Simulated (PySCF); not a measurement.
How methods differ on the ionisation energy of C⁺

C⁺ [He] 2s2 2p1 [2p1/2^1, M_J = 1/2] → C²⁺ [He] 2s2, as a difference of total energies. Computed with PySCF 2.14 in x2c-QZVPPall-2c, with the two-component X2C-1e Hamiltonian. Correlated levels: 1s2 frozen; the 2 highest virtual spinors dropped. "Screened" scales the spin-orbit matrix elements by Boettger's factors to mimic the two-electron term; Breit and QED terms are absent.

```json
{"method": "GHF (spin-free)", "ionisation energy (eV)": "24.200", "error (eV)": "-0.183"}
{"method": "GMP2 (spin-free)", "ionisation energy (eV)": "24.408", "error (eV)": "+0.025"}
{"method": "GHF (screened spin-orbit)", "ionisation energy (eV)": "24.205", "error (eV)": "-0.178"}
{"method": "GMP2 (screened spin-orbit)", "ionisation energy (eV)": "24.413", "error (eV)": "+0.030"}
```

Reference: 24.383 eV (measured; NIST Atomic Spectra Database, ionization energies).

Errors of the correlated levels include the incompleteness of this basis and the frozen core.

The determinant of C⁺ mixes levels of different J (the jj label is only the starting occupation), so the difference between spin-free and spin-orbit rows is not the physical spin-orbit shift.
